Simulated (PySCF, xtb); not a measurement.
Se(SeH)(OSiH3) (H4OSe2Si), SMILES [SiH3]O[Se][SeH]. The values are those of a single conformer.

Harmonic wavenumbers (cm⁻¹) from GFN2-xTB in xtb at its own minimum, in rising order: 48, 92, 135, 195, 275, 289, 423, 603, 629, 649, 730, 791, 815, 856, 1904, 2217, 2251, 2314.

**Question.** What does PBE-D3(BJ)/def2-SVP (PySCF) give at its own minimum? (Estimate from the structure and the level; the computed values follow.)

**Answer.** 56, 100, 147, 198, 282, 350, 504, 676, 693, 706, 821, 897, 910, 939, 2160, 2166, 2190, 2278. Paired by order, the mean absolute difference is 64 cm⁻¹ and the zero-point energies are 21.8 and 23.0 kcal/mol.
